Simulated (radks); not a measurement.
Results of a calculation; reference values are marked as such.
Initial-state core-level shifts of neutral chromium when its valence configuration changes from [Ar] 3d5 4s1. Level of theory: Dirac Kohn-Sham, LDA (Slater exchange, Perdew-Wang correlation), spin-unpolarised, spherical densities, point nucleus; open shells are shared between the two j in proportion to 2j + 1 (a radial shooting solver on a logarithmic mesh with Libxc functionals). Shifts are changes of the shell-averaged eigenvalues in eV (positive: less bound).

valence,1s,2s,2p,3p
3d4 4s2,-3.898,-4.487,-4.429,-3.827
3d4.5 4s1.5,-1.716,-1.978,-1.952,-1.713
3d4 4s1 4p1,-5.425,-5.939,-5.885,-5.342
3d5 4p1,-1.405,-1.285,-1.293,-1.414
3d6,+2.077,+2.450,+2.412,+2.174
3d5 4s0.5 4p0.5,-0.732,-0.670,-0.675,-0.736
3d4 4p2,-6.775,-7.222,-7.169,-6.683
3d4.5 4s0.5 4p1,-3.204,-3.369,-3.348,-3.201
3d5.5 4p0.5,+0.584,+0.864,+0.837,+0.616
